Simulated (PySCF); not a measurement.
## Correlation energy of Ne³⁺ (neon, charge +3)

[He] 2s2 2p3, high-spin 4S determinant. Computed with PySCF 2.14 in x2c-QZVPPall with one added diffuse shell each of s, p, d, f type (8s5p4d3f1g, 73 functions), with scalar relativity by spin-free X2C-1e. Frozen: 1s2; 5 electrons correlated.

```tsv
level	correlation energy (mhartree)
CCSD	-121.27
(T)	-1.08
CCSD(T)	-122.35
```

Diagnostics: T1 = 0.0021, D1 = 0.0053, largest double amplitude 0.023.

Is a single reference adequate?

Yes: T1 lies below 0.03 and no double amplitude reaches 0.07.
